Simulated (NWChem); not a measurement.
Molecule: CH6SiTe; SMILES C[Te][SiH3]

Results from NWChem. Coordinates come from a PBE0/def2-SVP optimisation. def2 effective core potentials on Te; no spin-orbit coupling.

What does the run give for B3LYP/def2-SVP (core potentials)? Quantities: highest occupied level (eV); orbital gap (eV); dipole (D).


| Property | Result |
|---|---|
| highest occupied level (eV) | -5.81 |
| orbital gap (eV) | 5.07 |
| dipole (D) | 1.05 |
